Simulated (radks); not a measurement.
The numbers below are computed, except where a source is named.
Task: The mean radii <r> (bohr) of the occupied orbitals of an atom or ion are listed with their occupations. Code: a radial shooting solver on a logarithmic mesh with Libxc functionals. Model: scalar-relativistic Kohn-Sham, LDA (Slater exchange, Perdew-Zunger correlation), spin-unpolarised, spherical densities, finite nucleus; Fermi nuclear charge, rms radius of each element as measured or else 0.836 A^(1/3) + 0.57 fm.

orbital  occ.      <r>
1s          2  0.03613
2s          2   0.1582
2p          6   0.1378
3s          2   0.4441
3p          6   0.4464
3d         10   0.4333
4s          2    1.153
4p          6    1.290
4d          3    1.856

Name the element and its charge.

Result: Z = 41, niobium, charge +2: Nb2+ in [Kr] 4d3. The 1s radius gives Z: for a bare nucleus <r> = (2 gamma + 1)/(2Z) with gamma = sqrt(1 - (Z/c)^2), 0.03547 bohr for Z = 41, and screening makes it slightly larger (0.03613 here). The occupations add up to 39, and the charge is Z minus that.
